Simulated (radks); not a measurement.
Results of a calculation; reference values are marked as such.
Species: Cd0.125+. Configuration: [Ar] 3d10 4s2 4p(up 3, down 2.875) 4d10 5s2 (fractional occupations, a model configuration). Code: a radial shooting solver on a logarithmic mesh with Libxc functionals. Model: non-relativistic Kohn-Sham, TPSS, spin-polarised, spherical densities, point nucleus; meta-GGA in the generalised Kohn-Sham scheme; relativity is left out, which matters for an element this heavy.

Radial electron density D(r) = 4 pi r^2 rho(r):

| r (bohr) | D(r) (e/bohr) | spin D(r) |
|---|---|---|
| 0.001043 | 0.9610 | 0.00000114 |
| 0.001205 | 1.262 | 0.00000151 |
| 0.001391 | 1.653 | 0.00000200 |
| 0.00162 | 2.192 | 0.00000270 |
| 0.00187 | 2.854 | 0.00000361 |
| 0.00216 | 3.702 | 0.00000483 |
| 0.002495 | 4.782 | 0.00000652 |
| 0.002881 | 6.146 | 0.00000887 |
| 0.003327 | 7.854 | 0.0000122 |
| 0.003873 | 10.10 | 0.0000174 |
| 0.004473 | 12.72 | 0.0000247 |
| 0.005166 | 15.88 | 0.0000358 |
| 0.005966 | 19.61 | 0.0000528 |
| 0.00689 | 23.95 | 0.0000794 |
| 0.007958 | 28.85 | 0.000121 |
| 0.009264 | 34.52 | 0.000193 |
| 0.0107 | 40.18 | 0.000302 |
| 0.01236 | 45.82 | 0.000475 |
| 0.01427 | 51.07 | 0.000746 |
| 0.01648 | 55.47 | 0.00117 |
| 0.01903 | 58.56 | 0.00180 |
| 0.02216 | 60.03 | 0.00281 |
| 0.02559 | 59.61 | 0.00420 |
| 0.02955 | 57.70 | 0.00611 |
| 0.03413 | 55.04 | 0.00862 |
| 0.03941 | 52.77 | 0.0117 |
| 0.04588 | 52.21 | 0.0154 |
| 0.05299 | 54.48 | 0.0188 |
| 0.0612 | 59.63 | 0.0214 |
| 0.07068 | 66.61 | 0.0222 |
| 0.08162 | 73.25 | 0.0202 |
| 0.09427 | 76.88 | 0.0154 |
| 0.1097 | 75.42 | 0.00837 |
| 0.1267 | 69.21 | 0.00288 |
| 0.1464 | 60.96 | 0.00253 |
| 0.169 | 54.67 | 0.0105 |
| 0.1952 | 53.38 | 0.0264 |
| 0.2255 | 56.96 | 0.0443 |
| 0.2625 | 61.80 | 0.0542 |
| 0.3031 | 61.94 | 0.0465 |
| 0.3501 | 54.80 | 0.0245 |
| 0.4043 | 42.09 | 0.00296 |
| 0.4669 | 28.91 | 0.00247 |
| 0.5436 | 19.89 | 0.0387 |
| 0.6277 | 17.61 | 0.0992 |
| 0.725 | 19.06 | 0.157 |
| 0.8373 | 20.45 | 0.184 |
| 0.9669 | 19.39 | 0.169 |
| 1.117 | 15.95 | 0.124 |
| 1.3 | 11.40 | 0.0722 |
| 1.501 | 7.575 | 0.0338 |
| 1.734 | 4.817 | 0.0110 |
| 2.002 | 3.067 | 0.000747 |
| 2.313 | 2.013 | -0.00231 |
| 2.671 | 1.358 | -0.00239 |
| 3.109 | 0.8868 | -0.00163 |
| 3.591 | 0.5586 | -0.000960 |
| 4.147 | 0.3198 | -0.000508 |
| 4.789 | 0.1631 | -0.000247 |
| 5.531 | 0.07273 | -0.000111 |
| 6.388 | 0.02745 | -0.0000452 |
| 7.436 | 0.007865 | -0.0000147 |
| 8.588 | 0.001885 | -0.00000401 |
| 9.918 | 0.0003460 | -8.42e-07 |

D(r) has 4 maxima, at r = 0.0231, 0.0981, 0.284, 0.851 bohr, and minima at 0.0441, 0.188, 0.623 bohr, inside which lie 2.03, 11.28, 28.96 electrons.
